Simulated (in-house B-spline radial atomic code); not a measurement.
A run on the argon ion Ar³⁺ (an excited or competing configuration) that did not converge. Method: non-relativistic wB97X, spin-polarised, spherical fractional occupations, point nucleus; computed with a B-spline radial code for spherical atoms.

Command:
```bash
python run_scf.py task.json out
```
Settings:
```
Z                18
configuration    [Ne] 3s2 3p2 4f1
hamiltonian      nr
method           wb97x
spin_polarised   True
```

First and last ten iterations of the last attempt (damped for 15 steps, keeping 80 % of the old Fock matrix, then DIIS):
```
 iter        energy (Eh)    residual
    1        -520.615060    2.75e-01
    2        -522.472259    1.04e-01
    3        -522.532602    7.64e-02
    4        -522.565668    5.63e-02
    5        -522.583907    4.14e-02
    6        -522.594036    3.03e-02
    7        -522.599705    2.22e-02
    8        -522.602908    1.63e-02
    9        -522.604740    1.20e-02
   10        -522.605806    8.85e-03
  111        -522.607731    1.53e-06
  112        -522.607731    7.83e-05
  113        -522.607731    1.48e-05
  114        -522.607731    1.58e-06
  115        -522.607731    1.67e-06
  116        -522.607731    2.29e-06
  117        -522.607731    1.92e-06
  118        -522.607731    4.31e-06
  119        -522.607731    3.47e-06
  120        -522.607731    1.29e-05
 not converged after 120 iterations
```

The smallest residual met was 1.4e-06; the threshold is about 2e-07. Over the last five steps the energy moves by less than 1e-08 hartree, but the orbitals didn't meet the threshold. Cost of the run: 6.4 s on 1 thread of Arm Neoverse V2, on a shared host.
